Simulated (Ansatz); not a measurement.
Cost and result for the atomization energy of CH$_{6}$GeO (`C[O][GeH3]`) (9 atoms, 8 bonds).

```xyz
9

C     0.6432    1.1390    0.4168
O     0.8594   -0.1105   -0.1895
Ge   -0.5512   -1.1649   -0.4436
H     1.6063    1.6492    0.4949
H     0.2262    1.0429    1.4287
H    -0.0319    1.7750   -0.1722
H    -1.1988   -1.4721    0.9215
H     0.0119   -2.4231   -1.1092
H    -1.5651   -0.4355   -1.3476
```

Charge 0, multiplicity 1. Correlated methods include outer-core shells of Ge, which these sets cover unevenly. Scalar relativity is left out up to krypton. Geometry: relaxed with PBE0-D4/def2-TZVP. Program: Ansatz. All runs use 2 threads of a server CPU on a shared host. Times are those of one run each, without the atoms' runs, and a repeat can differ threefold. Electronic energies, without spin–orbit coupling; frozen cores. CCSD(T)/CBS adds CCSD(T) − MP2 in def2-TZVPP to the MP2 limit, and its time is that of the two runs behind it. T1 = 0.011. With those shells the extrapolation isn't a true limit. HSE06 is the plane-wave form, built on full-range PBE exchange.

CCSD(T)/CBS is a level of theory with its own doubt, some kJ/mol a heavy atom from the limit and from the frozen cores, so smaller differences don't rank the functionals.

```json
{"level": "LDA (SPW92)/def2-TZVPP", "functions": "194", "wall time": "0.75 s"}
{"level": "BLYP-D4/def2-TZVPP", "functions": "194", "wall time": "1.2 s"}
{"level": "PBE-D4/def2-TZVPP (with forces)", "functions": "194", "wall time": "1.5 s"}
{"level": "PBE0-D4/def2-TZVPP", "functions": "194", "wall time": "1.7 s"}
{"level": "BHLYP-D4/def2-TZVPP", "functions": "194", "wall time": "1.8 s"}
{"level": "HSE06-D4/def2-TZVPP", "functions": "194", "wall time": "2 s"}
{"level": "r2SCANh-D4/def2-TZVPP", "functions": "194", "wall time": "2.5 s"}
{"level": "CCSD(T)/def2-SVP", "functions": "90", "wall time": "2.8 s"}
{"level": "PBE-QIDH/def2-TZVPP", "functions": "194", "wall time": "3.1 s"}
{"level": "ωB97X-V/def2-TZVPP", "functions": "194", "wall time": "4.2 s"}
{"level": "MP2/def2-QZVPP", "functions": "383", "wall time": "13 s"}
{"level": "CCSD(T)/def2-TZVPP", "functions": "194", "wall time": "28 s"}
{"level": "CCSD(T)/CBS(def2)", "functions": "–", "wall time": "40 s"}
```

Question: What atomization energy does each give, and how far from CCSD(T)/CBS? (Estimate.)

Answer: The calculation gave: 
```json
{"level": "LDA (SPW92)/def2-TZVPP", "atomization (kcal/mol)": "796.5", "difference from CCSD(T)/CBS": "93.4", "per bond": "11.7"}
{"level": "BLYP-D4/def2-TZVPP", "atomization (kcal/mol)": "695.4", "difference from CCSD(T)/CBS": "-7.7", "per bond": "-1.0"}
{"level": "PBE-D4/def2-TZVPP (with forces)", "atomization (kcal/mol)": "703.7", "difference from CCSD(T)/CBS": "0.6", "per bond": "0.1"}
{"level": "PBE0-D4/def2-TZVPP", "atomization (kcal/mol)": "693.7", "difference from CCSD(T)/CBS": "-9.4", "per bond": "-1.2"}
{"level": "BHLYP-D4/def2-TZVPP", "atomization (kcal/mol)": "681.1", "difference from CCSD(T)/CBS": "-22.0", "per bond": "-2.8"}
{"level": "HSE06-D4/def2-TZVPP", "atomization (kcal/mol)": "694.0", "difference from CCSD(T)/CBS": "-9.1", "per bond": "-1.1"}
{"level": "r2SCANh-D4/def2-TZVPP", "atomization (kcal/mol)": "696.3", "difference from CCSD(T)/CBS": "-6.8", "per bond": "-0.9"}
{"level": "CCSD(T)/def2-SVP", "atomization (kcal/mol)": "663.5", "difference from CCSD(T)/CBS": "-39.6", "per bond": "-4.9"}
{"level": "PBE-QIDH/def2-TZVPP", "atomization (kcal/mol)": "692.6", "difference from CCSD(T)/CBS": "-10.5", "per bond": "-1.3"}
{"level": "ωB97X-V/def2-TZVPP", "atomization (kcal/mol)": "703.4", "difference from CCSD(T)/CBS": "0.3", "per bond": "0.0"}
{"level": "MP2/def2-QZVPP", "atomization (kcal/mol)": "699.3", "difference from CCSD(T)/CBS": "-3.8", "per bond": "-0.5"}
{"level": "CCSD(T)/def2-TZVPP", "atomization (kcal/mol)": "688.6", "difference from CCSD(T)/CBS": "-14.5", "per bond": "-1.8"}
{"level": "CCSD(T)/CBS(def2)", "atomization (kcal/mol)": "703.1", "difference from CCSD(T)/CBS": "0.0", "per bond": "0.0"}
```

The D4 term adds +5.0 kcal/mol with B3LYP and +2.6 kcal/mol with PBE0; it sums over pairs of atoms, weighted by their polarisabilities, and B3LYP, whose exchange is more repulsive, gets the larger term. From r2SCAN to r2SCAN0 (25 % exact exchange), in def2-TZVPP and without D4, the atomization energy moves by −10.2 kcal/mol: exact exchange takes away binding that semilocal exchange gives to molecules. In def2-TZVPP, CCSD(T) changes the Hartree–Fock value by +180.8 kcal/mol (the triples alone add +8.4 kcal/mol) and MP2 by +182.8 kcal/mol; breaking electron pairs costs correlation energy, which Hartree–Fock lacks.

B3LYP here is the variant with VWN-RPA as its local correlation; programs differ in this.
